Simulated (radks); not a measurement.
Results of a calculation; reference values are marked as such.
Re I, 75 electrons, occupied as [Xe] 4f14 5d5 6s2. Code: a radial shooting solver on a logarithmic mesh with Libxc functionals. Model: scalar-relativistic Kohn-Sham, BLYP, spin-polarised, spherical densities, finite nucleus; open shells are filled with parallel spins first (spin-orbit coupling, left out, can overturn this in heavy ions); Fermi nuclear charge, rms radius 5.3698 fm.

Unscreened Slater integrals over Kohn-Sham orbitals (eV). They are taken over the spin-up orbitals.

integral     value
F0(5d,5d)   13.061
F2(5d,5d)   6.5805
F4(5d,5d)   4.2802
F0(5d,6s)   9.5482
G2(5d,6s)   2.6974
F0(5d,4f)   17.273
F2(5d,4f)   3.7349
F4(5d,4f)   1.7139
G1(5d,4f)   1.3611
G3(5d,4f)   1.1954
G5(5d,4f)  0.93385
F0(5d,5p)   15.533
F2(5d,5p)   7.2679
G1(5d,5p)   8.4707
G3(5d,5p)   5.1945
F0(6s,6s)   8.1601
F0(6s,4f)   10.803
G3(6s,4f)  0.29173
F0(6s,5p)   10.264
G1(6s,5p)  0.73976
F0(4f,4f)   43.044
F2(4f,4f)   20.896
F4(4f,4f)   13.202
F6(4f,4f)   9.5246
F0(4f,5p)   24.807
F2(4f,5p)   7.8376
G2(4f,5p)   3.3631
G4(4f,5p)   2.7327
F0(5p,5p)   20.213
F2(5p,5p)   10.878

Derived for the open shells (J is the average intra-shell exchange parameter used in DFT+U). 5d: Racah B = F2/49 - 5 F4/441 = 0.08577 eV, C = 35 F4/441 = 0.3397 eV, C/B = 3.96, F4/F2 = 0.650, J = (F2 + F4)/14 = 0.7758 eV.
